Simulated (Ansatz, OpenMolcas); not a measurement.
# Heat of formation of IBr (iodine monobromide) from total energies

IBr: 2 atoms, total charge 0, spin state singlet. SMILES: `BrI`. Geometry: relaxed at PBE0-D4/def2-TZVP.

```
atom   x (Å)   y (Å)    z (Å)
  Br  0.0000  0.0000  -0.0029
   I  0.0000  0.0000   2.4609
```

Total energies at TPSS/def2-TZVP (core potential) (OpenMolcas 26.06); the atoms run unrestricted:

| species | state | energy (Eh) |
| --- | --- | --- |
| IBr | singlet | -2871.668311 |
| Br | doublet | -2574.015974 |
| I | doublet | -297.567559 |

Harmonic wavenumbers at PBE0-D4/def2-TZVP, in cm⁻¹: 279.

Measured heats of formation of the gaseous atoms at 298.15 K, in kJ/mol: Br 111.9, I 106.8. Spin-orbit lowering of the atoms at 298 K (mean of the ground term's levels less their thermal mean, from spectra), in kJ/mol: Br 14.69, I 30.32. Take 1 Eh = 2625.50 kJ/mol, 1 cm⁻¹ = 0.0119627 kJ/mol, RT = 2.479 kJ/mol.

Work out the heat of formation of the gas at 298 K.


1. Electronic atomisation energy: (-2574.015974) + (-297.567559) − (-2871.668311) = 0.084778 Eh = 222.6 kJ/mol.
2. Zero-point energy: half the sum of the wavenumbers, 139.5 cm⁻¹ = 1.7 kJ/mol.
3. Thermal vibrational enthalpy, Σ hcν̃/(exp(hcν̃/kT) − 1): 1.2 kJ/mol. Translation, rotation and pV of a linear molecule: 3.5 RT = 8.7 kJ/mol.
4. The 2 free atoms carry 5/2 RT each: 12.4 kJ/mol.
5. Spin-orbit coupling lowers the free atoms by 14.69 + 30.32 = 45.0 kJ/mol.
6. Atomisation enthalpy at 298 K: 222.6 − 45.0 − 1.7 − 1.2 − 8.7 + 12.4 = 178.4 kJ/mol.
7. Sum of the atoms' heats of formation: 218.7 kJ/mol. Heat of formation: 218.7 − 178.4 = +40.3 kJ/mol.

The tabulated value is +40.8 kJ/mol (Active Thermochemical Tables), so this level is off by -0.5 kJ/mol, or 0.3 % of the atomisation enthalpy. Anharmonicity and any spin-orbit splitting of the molecule are left out.
